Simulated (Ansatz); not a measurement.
hexane (C₆H₁₄), SMILES CCCCCC.

Geometry optimised at B3LYP-D3(BJ)/def2-SVP. One conformer was computed; it need not be the lowest.

Two levels are set side by side: PBE/def2-SVPD (Ansatz, a program for electronic structure) and CAM-B3LYP/def2-SVPD (Ansatz). Energy differences of separate SCF runs at the same geometry; the states with an electron removed or added have multiplicity 2 and 2. Differences are taken from unrounded values.

```
quantity                            PBE
---------------------------------  ----
vertical ionisation energy (eV)    9.99
vertical singlet–triplet gap (eV)  7.60
```

Question: These are the PBE values. What does CAM-B3LYP give? (The exact figures need the calculation; the answer reports its results.)

Answer: 
```csv
quantity,CAM-B3LYP,PBE minus CAM-B3LYP
vertical ionisation energy (eV),10.86,-0.88
vertical singlet–triplet gap (eV),8.78,-1.19
```
